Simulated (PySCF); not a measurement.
Compound: C2H4GeN2Si.
Structure used (PBE0-D3(BJ)/def2-SVP), in Å, numbered top down from 1:
```xyz
10
C2H4GeN2Si angstrom
N     -3.706   -0.244    0.593
C     -2.691    0.285    0.403
Si    -1.038    1.062    0.076
Ge     0.481   -0.744   -0.268
C      2.221    0.069   -0.409
N      3.246    0.606   -0.493
H     -1.161    1.904   -1.144
H     -0.659    1.867    1.268
H      0.527   -1.707    0.923
H      0.225   -1.481   -1.586
```

Computed, not measured: PBE0-D3(BJ)/def2-SVP geometry optimisation, gas phase in PySCF 2.14.0.

Masses are those of the commonest isotopes; rigid-rotor values at the optimised geometry. The values belong to one conformer with, in the numbering `[N:1]#[C:2][SiH2:3][GeH2:4][C:5]#[N:6]`, C2–Si3–Ge4–C5 -174°.

Question: Give the principal moments of inertia and the rotational constants in GHz.

Answer: Ia = 95.51, Ib = 558.96, Ic = 640.76 u·Å²; 505379 MHz·u·Å²/I gives 5292, 904.1 and 788.7 MHz, that is A = 5.2916, B = 0.9041, C = 0.7887 GHz.

Question: Classify the top.

Answer: A near-prolate asymmetric top; Ray's κ = -0.949.

Question: What does the inertial defect say?

Answer: Not planar: Δ = Ic − Ia − Ib = -13.70 u·Å². For a rigid frame Δ = −2 Σ m c², so Σ m c² = 6.85 u·Å² lies off the ab plane: 6.31 from hydrogen and 0.54 from heavier atoms. The atom farthest from that plane is 1.35 Å away.

Question: Predict some low-J microwave lines.

Answer: The dipole components are |μa| = 0.34 D, |μb| = 0.18 D, |μc| = 0.33 D. The squared components, which scale the intensities, stand as 1.00 : 0.28 : 0.90 (a : b : c). Some of the stronger lines:

```json
{"type": "c", "branch": "Q", "J(Ka,Kc)": "4(1,4) ← 4(0,4)", "MHz": "3896", "lower level (cm⁻¹)": "0.564"}
{"type": "b", "branch": "Q", "J(Ka,Kc)": "3(1,2) ← 3(0,3)", "MHz": "4801", "lower level (cm⁻¹)": "0.338"}
{"type": "a", "branch": "R", "J(Ka,Kc)": "3(1,3) ← 2(1,2)", "MHz": "4904", "lower level (cm⁻¹)": "0.312"}
{"type": "a", "branch": "R", "J(Ka,Kc)": "3(2,1) ← 2(2,0)", "MHz": "5088", "lower level (cm⁻¹)": "0.763"}
{"type": "c", "branch": "R", "J(Ka,Kc)": "1(1,0) ← 0(0,0)", "MHz": "6196", "lower level (cm⁻¹)": "0.000"}
{"type": "a", "branch": "R", "J(Ka,Kc)": "4(3,2) ← 3(3,1)", "MHz": "6776", "lower level (cm⁻¹)": "1.673"}
{"type": "b", "branch": "R", "J(Ka,Kc)": "2(1,2) ← 1(0,1)", "MHz": "7658", "lower level (cm⁻¹)": "0.056"}
{"type": "b", "branch": "Q", "J(Ka,Kc)": "4(2,2) ← 4(1,3)", "MHz": "12796", "lower level (cm⁻¹)": "0.732"}
{"type": "b", "branch": "Q", "J(Ka,Kc)": "2(2,1) ← 2(1,2)", "MHz": "13509", "lower level (cm⁻¹)": "0.312"}
{"type": "c", "branch": "R", "J(Ka,Kc)": "3(2,1) ← 2(1,1)", "MHz": "18252", "lower level (cm⁻¹)": "0.323"}
{"type": "c", "branch": "R", "J(Ka,Kc)": "3(2,2) ← 2(1,2)", "MHz": "18587", "lower level (cm⁻¹)": "0.312"}
{"type": "c", "branch": "R", "J(Ka,Kc)": "4(2,2) ← 3(1,2)", "MHz": "19794", "lower level (cm⁻¹)": "0.499"}
{"type": "b", "branch": "R", "J(Ka,Kc)": "4(2,2) ← 3(1,3)", "MHz": "20487", "lower level (cm⁻¹)": "0.475"}
{"type": "c", "branch": "R", "J(Ka,Kc)": "4(3,1) ← 3(2,1)", "MHz": "28992", "lower level (cm⁻¹)": "0.932"}
```

Not checked by PBE0-D3(BJ)/def2-SVP frequencies. No vibrational averaging or centrifugal distortion is included, and the geometry carries the error of its method. Quadrupole hyperfine structure (14N) is left out.
